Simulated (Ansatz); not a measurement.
Stepwise reaction of `C[SiH](C)[GeH3]` with hydrogen chloride, as a gas-phase model of exchange steps in deposition or etching. ΔE in kJ/mol.

Gas-phase electronic energies from Ansatz, PBE0-D4/def2-TZVP geometries. CBS: MP2 limit from def2 TZ/QZ plus the TZ coupled-cluster correction, frozen cores. This one scheme is used for every species. DFT in def2-TZVPP. B3LYP here is the variant with VWN-RPA as its local correlation; programs differ in this. For Ge outer-core shells are correlated without core-valence functions, which leaves a few kJ/mol of doubt a bond. Scalar relativity is left out up to krypton.

| step | reaction | PBE-D4 | B3LYP-D4 | ωB97M-V | CCSD(T)/CBS |
| --- | --- | --- | --- | --- | --- |
| 2 | `C[SiH](Cl)[GeH3]` + HCl → `Cl[SiH](Cl)[GeH3]` + CH₄ | -95.9 | -99.4 | -97.4 | -96.0 |

Problem. Give the row of step 1, `C[SiH](C)[GeH3]` + HCl → `C[SiH](Cl)[GeH3]` + CH₄. (An estimate is asked.)

Solution. The calculation gave: 
```json
{"step": "1", "reaction": "`C[SiH](C)[GeH3]` + HCl → `C[SiH](Cl)[GeH3]` + CH₄", "PBE-D4": "-104.7", "B3LYP-D4": "-109.5", "ωB97M-V": "-107.5", "CCSD(T)/CBS": "-106.2"}
```

Problem. By hand: ΔE of the 2 steps together at CCSD(T)/CBS.

Solution. (-106.2) + (-96.0) = -202.2 kJ/mol, or -101.1 kJ/mol a step.

In ΔE each step is higher than the one before. All are downhill at CCSD(T)/CBS. PBE-D4 differs from CCSD(T)/CBS by 0.1 to 1.5 kJ/mol a step. Isolated molecules leave out the surface, adducts and barriers. Largest T1 diagnostic: 0.011.
